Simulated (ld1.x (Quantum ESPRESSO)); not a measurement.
# neodymium (Nd), TM: configuration errors across variants

```
Element                 : Nd (Z = 60)
Generator               : ld1.x (Quantum ESPRESSO) 7.5
Type                    : norm-conserving Troullier–Martins (Kleinman–Bylander form)
Functional              : PBEsol
Relativity              : scalar-relativistic
Frozen core             : [Kr] 4d10 5s2
Valence charge          : 12
Reference configuration : 4f4 5p6 5d0 6s0 6p0 (charge +2)
Partial waves           : 6s (bound, empty): rc 2.90 bohr; 5p (bound): rc 2.50 bohr; 5d (bound, empty): rc 3.50 bohr; 4f (bound): rc 0.90 bohr
Local potential         : all-electron potential smoothed inside 1.85 bohr (lloc = -1)
Core correction         : Bessel-smoothed model core inside 0.75 bohr
```

All-electron excitation energies from the reference (eV): (1) 4f4 5p6 5d0 6s2 6p0 -16.507; (2) 4f4 5p6 5d0 6s1 6p0 -10.690; (3) 4f3 5p6 5d0 6s0 6p0 22.489; (4) 4f4 5p6 5d1 6s0 6p0 -9.651; (5) 4f4 5p5 5d0 6s2 6p0 10.345; (6) 4f5 5p6 5d0 6s0 6p0 -8.204; (7) 4f4 5p6 5d0 6s0 6p1 -7.718.

Tests that are not counted but printed errors over 1 eV. “wave 6s (bound): rc 2.90 bohr becomes 6s (bound): rc 1.86 bohr”: 4f4 5p5 5d0 6s2 6p0 (solver errors, printed error -11.3 eV); 4f4 5p6 5d0 6s2 6p0 (solver errors, printed error -9.5 eV); 1 more.

A true bound ghost makes a file unfit for plane-wave use even where its test errors are small: the radial tests pick states by their node count and pass the ghost by. Where a test does run into it, the solver fails or the error is huge.

Errors AE − PS in meV (a dash: test not solved or not reliable):

```csv
change,(1),(2),(3),(4),(5),(6),(7),bound ghosts
base,+29,+7.4,-212,-9.8,-176,-105,+60,s
wave 6s (bound): rc 2.90 bohr becomes 6s (bound): rc 1.86 bohr,–,–,-212,-9.8,–,-105,+60,s
wave 6s (bound): rc 2.90 bohr becomes 6s (bound): rc 2.32 bohr,-0.6,-1.6,-212,-9.9,-159,-105,+60,s
wave 6s (bound): rc 2.90 bohr becomes 6s (bound): rc 2.68 bohr,+31,+8.6,-212,-9.9,-125,-105,+60,s
wave 6s (bound): rc 2.90 bohr becomes 6s (bound): rc 2.92 bohr,+27,+6.9,-212,-9.9,-193,-105,+60,s
wave 6s (bound): rc 2.90 bohr becomes 6s (bound): rc 3.56 bohr,+23,+5.9,-211,-9.8,-246,-105,+60,s
wave 6s (bound): rc 2.90 bohr becomes 6s (bound): rc 4.04 bohr,+20,+3.1,-211,-9.8,-216,-105,+60,s
wave 6s (bound): rc 2.90 bohr becomes 6s (bound): rc 4.34 bohr,+16,0.0,-212,-9.8,-195,-105,+60,s
```

(1) Give the same row for: wave 6s (bound): rc 2.90 bohr becomes 6s (bound): rc 3.20 bohr.

## Answers

(1) +24, +6.0, -212, -9.9, -230, -105, +60; bound ghosts: s.
